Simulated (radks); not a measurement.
The numbers below are computed, except where a source is named.
Task: Successive ionisation energies (eV) of one element, from differences of total energies of ions in their ground configurations, starting at charge 22: 747.56, 787.29, 827.30, 883.04, 925.35, 968.03, 1011.0, 1054.3, 1250.0, 1293.3, 1335.5, 1395.9, 1440.6, 1484.1, 1643.0, 1694.7, 2902.9, 3009.0, 3116.0, 3223.7, 3331.9, 3484.2. Level of theory: scalar-relativistic Kohn-Sham, r2SCAN, spin-polarised, spherical densities, finite nucleus; open shells are filled with parallel spins first (spin-orbit coupling, left out, can overturn this in heavy ions); meta-GGA in the generalised Kohn-Sham scheme; Fermi nuclear charge, rms radius 5.2218 fm (a radial shooting solver on a logarithmic mesh with Libxc functionals). Which element is it?

Result: Dysprosium (Z = 66). The first species listed is Dy22+ in [Kr] 4d8, the last Dy43+ in [Ar] 3d5.
